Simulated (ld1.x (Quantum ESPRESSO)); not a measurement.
Logarithmic derivatives: Se, TM

selenium, norm-conserving Troullier–Martins (Kleinman–Bylander form), made with ld1.x (Quantum ESPRESSO) 7.5 (PBEsol, scalar-relativistic). Core [Ar], reference 3d10 4s1.75 4p4.25. Waves: 4s (bound): rc 1.30 bohr; 4p (bound): rc 1.50 bohr; 3d (bound): rc 0.55 bohr. Local part: all-electron potential smoothed inside 1.40 bohr (lloc = -2). Core correction: a·sin(br)/r model core, default radius (core density twice the valence density).

The phase is arctan(r·u′/u) with u = r·R(r), unwrapped; energies in Ry, scanned from -6 to 5 Ry. A pole is an energy at which the radial function vanishes at the test radius. The pseudo phase is shifted by a multiple of π to meet the all-electron one at the reference energy, and phase errors are pseudo minus all-electron; the curves can meet again beyond the range given. Levels narrower than the energy grid can be missing from the lists of poles.

| channel | radius (bohr) | reference energy (Ry) | poles, all-electron | poles, pseudo | unbroken range about the reference energy with phases within 0.05 rad | phase error 1 Ry above the reference energy (rad) |
| --- | --- | --- | --- | --- | --- | --- |
| s | 1.66 | -1.29 | 3.68 | 2.71 | below 2.6 | -0.007 |
| p | 1.66 | -0.49 | none | 4.55 | below 4.3 | -0.012 |
| d | 1.66 | -3.93 | -3.77 | -3.77 | below 0.3 | +0.006 |

A Bessel basis up to 400 Ry misses an occupied level by 0.12 Ry, so cutoffs and ghosts were not judged.

Phases in the s channel:

```tsv
E (Ry)	all-electron	pseudo
-6.00	1.236	1.231
-5.74	1.223	1.217
-5.48	1.208	1.202
-5.22	1.191	1.185
-4.96	1.171	1.165
-4.70	1.149	1.143
-4.44	1.124	1.117
-4.18	1.094	1.087
-3.92	1.060	1.052
-3.66	1.018	1.010
-3.40	0.967	0.959
-3.14	0.904	0.896
-2.88	0.824	0.817
-2.62	0.723	0.715
-2.36	0.591	0.584
-2.10	0.419	0.413
-1.84	0.202	0.199
-1.58	-0.053	-0.055
-1.32	-0.321	-0.321
-1.06	-0.565	-0.566
-0.80	-0.767	-0.769
-0.54	-0.925	-0.929
-0.28	-1.046	-1.053
-0.02	-1.140	-1.150
0.24	-1.214	-1.226
0.50	-1.273	-1.288
0.76	-1.321	-1.339
1.02	-1.361	-1.382
1.28	-1.395	-1.419
1.54	-1.425	-1.451
1.80	-1.450	-1.481
2.06	-1.472	-1.508
2.32	-1.492	-1.534
2.58	-1.510	-1.559
2.84	-1.526	-1.584
3.10	-1.541	-1.610
3.36	-1.555	-1.638
3.62	-1.568	-1.671
3.88	-1.580	-1.712
4.14	-1.591	-1.766
4.40	-1.603	-1.850
4.66	-1.613	-2.004
4.92	-1.623	-2.377
```
